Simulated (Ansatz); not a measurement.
Reaction (isomerisation): `BC(C)C=N` → `NCC1BC1`

Calculated with Ansatz (gas phase, PBE0-D4/def2-TZVP geometries, no zero-point term in ΔE). CCSD(T)/CBS adds triple-zeta CCSD(T) − MP2 to the extrapolated MP2 energy (def2 sets, frozen cores). DFT in def2-TZVPP. Each species was taken in one conformer, which may not be the lowest.

`BC(C)C=N`:

```xyz
13

B     0.249    1.154    1.186
C    -0.061   -0.080    0.291
C    -1.508   -0.252   -0.163
C     0.924   -0.328   -0.800
N     1.924   -1.088   -0.652
H     1.344    1.633    1.225
H    -0.605    1.568    1.916
H     0.169   -0.834    1.079
H    -2.198   -0.077    0.664
H    -1.691   -1.255   -0.557
H    -1.755    0.463   -0.953
H     0.716    0.206   -1.740
H     2.493   -1.110   -1.496
```

`NCC1BC1`:

Cartesian coordinates in Å:
```
N 1.578 -1.002 0.098
C 0.247 -0.899 -0.480
C -0.637 0.011 0.340
B -1.506 1.055 -0.359
C -0.274 1.503 0.409
H 2.155 -1.642 -0.434
H 1.524 -1.357 1.045
H -0.270 -1.863 -0.595
H 0.364 -0.493 -1.493
H -0.989 -0.433 1.270
H -2.436 1.305 -1.050
H -0.382 2.006 1.366
H 0.627 1.810 -0.118
```

```csv
level,ΔE (kJ/mol)
PBE,52.2
r2SCAN,53.9
HF/def2-TZVPP,84.1
HF/def2-QZVPP,83.9
```

**Question.** What does CCSD(T)/CBS give? (Estimate.)

**Answer.** Computed: +65.1 kJ/mol. The listed levels differ from it by -12.9, -11.2, 19.0, 18.8 kJ/mol.

Largest T1 diagnostic among the species: 0.011.

In def2-TZVPP, CCSD(T) changes the Hartree–Fock value by −12.7 kJ/mol (the triples alone add +1.6 kJ/mol) and MP2 by −22.2 kJ/mol. From PBE to PBE0 (25 % exact exchange), in def2-TZVPP and without D4, ΔE moves by −4.7 kJ/mol.
